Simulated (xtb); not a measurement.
xtb input:

```bash
xtb mol.xyz --gfn 2 --sp --chrg -1 --uhf 0
```
mol.xyz:
```
2

Y     -0.00000000    -0.00000000    -0.30669767
O      0.00000000     0.00000000     1.49515112
```

Question: Which total energy does the run end on?

Answer: -5.37502 Eh (GFN2-xTB).

This state (charge -1, singlet) is run at the relaxed geometry of the species with charge 0 and multiplicity 2.
